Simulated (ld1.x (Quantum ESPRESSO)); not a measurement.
**Which change was made? (O, TM)**

oxygen, norm-conserving Troullier–Martins (Kleinman–Bylander form), made with ld1.x (Quantum ESPRESSO) 7.5 (PBE, scalar-relativistic). Core [He], reference 2s2 2p3 (charge +1). Waves: 2s (bound): rc 0.85 bohr; 2p (bound): rc 1.45 bohr; 3d channel at 0.25 Ry: rc 1.20 bohr. Local part: the d channel. Core correction: Bessel-smoothed model core, default radius (core density twice the valence density).

Cutoffs, loose and tight: the cutoffs (Ry, on a coarse ladder) from which the occupation-weighted sum of valence levels, in a spherical-Bessel basis at the reference potential, stays within 10 and 1 mRy of its value at 400 Ry. They do not see the model core or the augmentation charge, which bear on the density cutoff. Test errors are all-electron minus pseudo excitation energies from the reference, over the configurations 2s2 2p4; 2s2 2p2; 2s2 2p1; 2s1 2p5; 2s2 2p0; 2s2 2p4.3; 2s0 2p6; variants that change the core or the reference have their own tests.

The base gives: outcome: generated; cutoff, loose: 80 Ry; cutoff, tight: 180 Ry; bound ghosts: none; largest test error (meV): +1653.

Task: After one change the result is: outcome: generated; cutoff, loose: 90 Ry; cutoff, tight: 200 Ry; bound ghosts: none; largest test error (meV): +946. Which change was it?
A. wave 2p (bound): rc 1.45 bohr becomes 2p (bound): rc 1.68 bohr
B. all radii but the core radius scaled by about 0.87 (s 0.74, p 1.26, d 1.04 bohr)
C. reference 2s1.5 2p4.5

Result: B. The others give: reference 2s1.5 2p4.5 → outcome: generated; cutoff, loose: 70 Ry; cutoff, tight: 180 Ry; bound ghosts: none; largest test error (meV): +812 | wave 2p (bound): rc 1.45 bohr becomes 2p (bound): rc 1.68 bohr → outcome: generated; cutoff, loose: 80 Ry; cutoff, tight: 180 Ry; bound ghosts: none; largest test error (meV): +2754.
